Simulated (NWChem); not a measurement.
System: Ge2H3F3; SMILES [F][Ge]([F])([F])[GeH3]

Program: NWChem. All runs use the structure optimised with PBE0/def2-SVP. Ions are spin-unrestricted doublets at the neutral geometry; other ion states weren't tried.

Predict the results for BHandHLYP/def2-SVP. Quantities: vertical ionisation energy, ΔSCF (eV); −ε(HOMO) (eV).

vertical ionisation energy, ΔSCF (eV): 14.47
−ε(HOMO) (eV): 10.81
